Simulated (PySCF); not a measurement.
## Working out the ionisation energy of I²⁺

I²⁺ [Kr] 4d10 5s2 5p3 (4S) → I³⁺ [Kr] 4d10 5s2 5p2 (3P). All numbers are calculated (PySCF 2.14, a scalar-relativistic core potential, in def2-TZVP with the def2 core potential (28 electrons) (6s5p3d2f, 50 functions)). Frozen: 4s2 4p6 4d10. Energies in hartree (1 hartree = 27.21139 eV):

```csv
part,I²⁺ (lower),I³⁺ (upper)
UHF,-295.657561,-294.559081
CCSD correlation,-0.078572,-0.063344
(T),-0.002002,-0.001174
```

What does Hartree-Fock give?

(-294.559081) − (-295.657561) = 1.098480 hartree = 29.891 eV.

What do CCSD and CCSD(T) give?

The CCSD correlation energies differ by 0.015228 hartree = 0.414 eV and the triples by 0.000828 hartree = 0.023 eV, so CCSD gives 30.305 eV and CCSD(T) 30.328 eV.

Reference: 29.57 ± 0.025 eV (measured; NIST Atomic Spectra Database, ionization energies), between the lowest levels; spin-orbit coupling is absent from the calculation.

What remains against the reference includes basis incompleteness, the frozen core and higher excitations.
